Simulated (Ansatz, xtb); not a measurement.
## A geometry optimisation of H4O2SSi with r2SCAN-D4/def2-SVP

The starting geometry of this gas-phase singlet was built from a drawn formula by distance geometry and a force field; its bonds are those of `O=[SH][SiH2]O`.

```
atom    x (Å)    y (Å)    z (Å)
   O  -2.8660  -0.4556   1.7927
   O  -2.2511  -2.5793  -0.0838
   S  -1.6788   0.2046   1.1676
  Si  -1.1381  -1.3473  -0.2333
   H  -0.7382  -0.0419   2.1029
   H  -1.2034  -0.8132  -1.6214
   H   0.1868  -1.8530   0.0642
   H  -2.9467  -2.3782   0.6043
```

Q: Predict what becomes of its bonds when it is optimised with r2SCAN-D4/def2-SVP.

A: It keeps its bonds, and is `O=[SH][SiH2]O`.

The energy falls by 0.53 eV over 9 steps:

| step | E − E(last) (eV) |
| --- | --- |
| 1 | 0.529 |
| 2 | 0.132 |
| 3 | 0.049 |
| 4 | 0.023 |
| 5 | 0.005 |
| 6 | 0.003 |
| 7 | 0.000 |
| 8 | 0.000 |
| 9 | 0.000 |

Final geometry (Å):

```tsv
atom	x (Å)	y (Å)	z (Å)
O	-3.0590	-0.6200	1.6365
O	-2.2491	-2.4832	0.1011
S	-1.7776	0.1492	1.2226
Si	-1.0826	-1.4261	-0.3285
H	-0.7577	-0.2196	2.1039
H	-1.1997	-0.8254	-1.6835
H	0.3153	-1.8470	-0.0450
H	-2.8253	-1.9919	0.7862
```

From the same start GFN2-xTB ends elsewhere, differing in O1–H8 (1.00 against 1.63 Å here), O2–H8 (1.71 against 1.02 Å here).

No frequencies were run, so the end isn't proven a minimum. Run with Ansatz 0.2.0, 16 s on 2 threads of Arm Neoverse V1, with other jobs on the host.
